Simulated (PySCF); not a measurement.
BiF2HO, SMILES [OH][Bi]([F])[F]. Geometry: r2SCAN-D4/def2-SVP. The def2 effective core potentials stand for the cores of Bi; spin–orbit coupling is left out. One conformer was computed; it need not be the lowest.

Task: Give the equilibrium geometry at r2SCAN-D4/def2-SVP (PySCF confirms it by a frequency run) as bond lengths and angles, and its point group. (Estimate from the structure and the level; the computed values follow.)

Result: Several could match; the one computed here: point group Cs.
Atoms: Bi1 F2 F3 O4 H5. Bonded distances (Å): Bi1–F2 2.033, Bi1–F3 2.033, Bi1–O4 2.069, O4–H5 0.971. Bond angles (°): F2–Bi1–F3 92.7, F2–Bi1–O4 96.3, F3–Bi1–O4 96.3, Bi1–O4–H5 111.1.
